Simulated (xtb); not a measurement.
HFSi, charge -1, doublet, geometry from GFN2-xTB (a state made from the parent by changing its charge; the spin is typed, not shown lowest), atoms displaced at random by about 0.05 Å a coordinate; xtb with GFN1-xTB.

xtb was given this input:
```
$ xtb mol.xyz --gfn 1 --chrg -1 --uhf 1 --opt --input xcontrol --json

# file mol.xyz
3

Si    -0.31733466    -0.46303688     0.43961358
H     -0.95708738    -1.27550426    -0.63281251
F      0.57189741     0.63584134    -0.70982175

# file xcontrol
$opt
  engine=inertial
$end
```

Task: Write the output that xtb gives for this input, abridged.

Result: 
```
   ID    Z sym.   atoms
    1   14 Si     1
    2    1 H      2
    3    9 F      3

           -------------------------------------------------
          |                Calculation Setup                |
           -------------------------------------------------

           -------------------------------------------------
          |                 G F N 1 - x T B                 |
           -------------------------------------------------

          ...................................................
          :                      SETUP                      :
          :.................................................:
          :  # basis functions                  16          :
          :  # atomic orbitals                  15          :
          :  # shells                            7          :
          :  # electrons                        13          :
          :  # halogen bonds                     0          :
          :  max. iterations                   250          :
          :  Hamiltonian                  GFN1-xTB          :
          :  restarted?                      false          :
          :  GBSA solvation                  false          :
          :  PC potential                    false          :
          :  electronic temp.          300.0000000     K    :
          :  accuracy                    1.0000000          :
          :  -> integral cutoff          0.2500000E+02      :
          :  -> integral neglect         0.1000000E-07      :
          :  -> SCF convergence          0.1000000E-05 Eh   :
          :  -> wf. convergence          0.2000000E-04 e    :
          :  Broyden damping             0.4000000          :
          :  net charge                         -1          :
          :  unpaired electrons                  1          :
          ...................................................

 iter      E             dE          RMSdq      gap      omega  full diag
   1     -7.6568756 -0.765688E+01  0.653E+00    2.25       0.0  T
   2     -7.7095768 -0.527012E-01  0.280E+00    2.19       1.0  T
   3     -7.7099113 -0.334471E-03  0.142E+00    2.18       1.0  T
   4     -7.7102447 -0.333467E-03  0.306E-01    2.18       1.0  T
   5     -7.7102228  0.219259E-04  0.331E-01    2.18       1.0  T
   6     -7.7103589 -0.136130E-03  0.152E-01    2.21       1.0  T
   7     -7.7104036 -0.446917E-04  0.460E-02    2.22       1.3  T
   8     -7.7104093 -0.564373E-05  0.668E-03    2.23       8.6  T
   9     -7.7104094 -0.102837E-06  0.309E-03    2.23      18.7  T
  10     -7.7104094 -0.286903E-07  0.584E-04    2.23      98.9  T
  11     -7.7104094 -0.105211E-08  0.924E-06    2.23    6247.6  T
  12     -7.7104094 -0.233591E-12  0.283E-06    2.23   20425.9  T

   *** convergence criteria satisfied after 12 iterations ***

         :::::::::::::::::::::::::::::::::::::::::::::::::::::
         ::                     SUMMARY                     ::
         :::::::::::::::::::::::::::::::::::::::::::::::::::::
         :: total energy              -7.701772815980 Eh    ::
         :: gradient norm              0.080829333546 Eh/a0 ::
         :: HOMO-LUMO gap              2.230048045846 eV    ::
         ::.................................................::
         :: SCC energy                -7.710409403746 Eh    ::
         :: -> electrostatic           0.073175835834 Eh    ::
         :: repulsion energy           0.008982827735 Eh    ::
         :: dispersion energy         -0.000346239969 Eh    ::
         :: halogen bond corr.         0.000000000000 Eh    ::
         :: add. restraining           0.000000000000 Eh    ::
         :: total charge              -1.000000000000 e     ::
         :::::::::::::::::::::::::::::::::::::::::::::::::::::

      -----------------------------------------------------------
     |              Fast Inertial Relaxation Engine              |
      -----------------------------------------------------------

[...]
-115- relaxation_engine_inertial_relax: SCF not converged, aborting...
-111- relaxation_engine_inertial_relax: SCF not converged, aborting...
-107- relaxation_engine_inertial_relax: SCF not converged, aborting...
-103- relaxation_engine_inertial_relax: SCF not converged, aborting...
-99- relaxation_engine_inertial_relax: SCF not converged, aborting...
-95- relaxation_engine_inertial_relax: SCF not converged, aborting...
-91- relaxation_engine_inertial_relax: SCF not converged, aborting...
-87- relaxation_engine_inertial_relax: SCF not converged, aborting...
-83- relaxation_engine_inertial_relax: SCF not converged, aborting...
-79- relaxation_engine_inertial_relax: SCF not converged, aborting...
-75- relaxation_engine_inertial_relax: SCF not converged, aborting...
-71- relaxation_engine_inertial_relax: SCF not converged, aborting...
-67- relaxation_engine_inertial_relax: SCF not converged, aborting...
-63- relaxation_engine_inertial_relax: SCF not converged, aborting...
[...]
-61- scf: Setup of Coulomb evaluator failed
-60- type_latticepoint_update: Could not generate lattice points
-59- relaxation_engine_inertial_relax: SCF not converged, aborting...
-58- xtb_calculator_singlepoint: Electronic structure method terminated
-57- scf: Setup of Coulomb evaluator failed
-56- type_latticepoint_update: Could not generate lattice points
-55- relaxation_engine_inertial_relax: SCF not converged, aborting...
-54- xtb_calculator_singlepoint: Electronic structure method terminated
-53- scf: Setup of Coulomb evaluator failed
-52- type_latticepoint_update: Could not generate lattice points
-51- relaxation_engine_inertial_relax: SCF not converged, aborting...
-50- xtb_calculator_singlepoint: Electronic structure method terminated
-49- scf: Setup of Coulomb evaluator failed
-48- type_latticepoint_update: Could not generate lattice points
-47- relaxation_engine_inertial_relax: SCF not converged, aborting...
-46- xtb_calculator_singlepoint: Electronic structure method terminated
-45- scf: Setup of Coulomb evaluator failed
-44- type_latticepoint_update: Could not generate lattice points
-43- relaxation_engine_inertial_relax: SCF not converged, aborting...
-42- xtb_calculator_singlepoint: Electronic structure method terminated
-41- scf: Setup of Coulomb evaluator failed
-40- type_latticepoint_update: Could not generate lattice points
-39- relaxation_engine_inertial_relax: SCF not converged, aborting...
-38- xtb_calculator_singlepoint: Electronic structure method terminated
-37- scf: Setup of Coulomb evaluator failed
-36- type_latticepoint_update: Could not generate lattice points
-35- relaxation_engine_inertial_relax: SCF not converged, aborting...
ERROR STOP

Error termination. Backtrace:
-34- xtb_calculator_singlepoint: Electronic structure method terminated
-33- scf: Setup of Coulomb evaluator failed
-32- type_latticepoint_update: Could not generate lattice points
-31- relaxation_engine_inertial_relax: SCF not converged, aborting...
-30- xtb_calculator_singlepoint: Electronic structure method terminated
-29- scf: Setup of Coulomb evaluator failed
-28- type_latticepoint_update: Could not generate lattice points
-27- relaxation_engine_inertial_relax: SCF not converged, aborting...
-26- xtb_calculator_singlepoint: Electronic structure method terminated
-25- scf: Setup of Coulomb evaluator failed
-24- type_latticepoint_update: Could not generate lattice points
-23- relaxation_engine_inertial_relax: SCF not converged, aborting...
-22- xtb_calculator_singlepoint: Electronic structure method terminated
-21- scf: Setup of Coulomb evaluator failed
-20- type_latticepoint_update: Could not generate lattice points
-19- relaxation_engine_inertial_relax: SCF not converged, aborting...
-18- xtb_calculator_singlepoint: Electronic structure method terminated
-17- scf: Setup of Coulomb evaluator failed
-16- type_latticepoint_update: Could not generate lattice points
-15- relaxation_engine_inertial_relax: SCF not converged, aborting...
-14- xtb_calculator_singlepoint: Electronic structure method terminated
-13- scf: Setup of Coulomb evaluator failed
-12- type_latticepoint_update: Could not generate lattice points
-11- relaxation_engine_inertial_relax: SCF not converged, aborting...
-10- xtb_calculator_singlepoint: Electronic structure method terminated
-9- scf: Setup of Coulomb evaluator failed
-8- type_latticepoint_update: Could not generate lattice points
-7- relaxation_engine_inertial_relax: SCF not converged, aborting...
-6- xtb_calculator_singlepoint: Electronic structure method terminated
-5- scf: Setup of Coulomb evaluator failed
-4- type_latticepoint_update: Could not generate lattice points
-3- relaxation_engine_inertial_relax: SCF not converged, aborting...
-2- xtb_calculator_singlepoint: Electronic structure method terminated
-1- scf: Self consistent charge iterator did not converge
########################################################################

abnormal termination of xtb
```

Convergence was not reached.
